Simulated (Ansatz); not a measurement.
A series at Si: from `O[SiH2]S[SiH3]`, ligands are replaced one by one, each step taking up H₂O and setting free H₂; n counts the steps. Ansatz, PBE0-D4/def2-TZVP geometries. Each molecule was computed in one conformer, which needn't be the lowest.

CBS adds triple-zeta CCSD(T) − MP2 to the MP2 limit, frozen cores; atoms without spin–orbit coupling. 

```
n               molecule  atomization energy, CCSD(T)/CBS (kJ/mol)
0       `O[SiH2]S[SiH3]`                                    3248.4
1     `O[SiH](O)S[SiH3]`                                    3857.4
2    `O[SiH2]S[SiH](O)O`                                    4459.8
3  `O[SiH](O)S[SiH](O)O`                                         ?
```

By hand: fit a straight line y = ȳ + b (n − n̄) to the 3 given rows and predict n = 3.

n̄ = 1.000, ȳ = 3855.20; Σ(n − n̄)(y − ȳ) = 1211.40, Σ(n − n̄)² = 2.000, so b = 605.70 kJ/mol a step. Prediction: 3855.20 + (605.70) × (2.000) = 5066.6 kJ/mol.

By hand: compare with the computed value, 5072.1 kJ/mol, and give the steps along the whole series.

The line misses by 5.5 kJ/mol (computed minus predicted). Steps: 609.0, 602.4, 612.3 kJ/mol.

The steps differ by at most 9.9 kJ/mol, 1.6 % of a mean step, so the ligands' effects nearly add and a line is close. The miss is 0.3 % of the series' range. The energies themselves are unsure by some kJ/mol a bond, though much of that is common to the series.
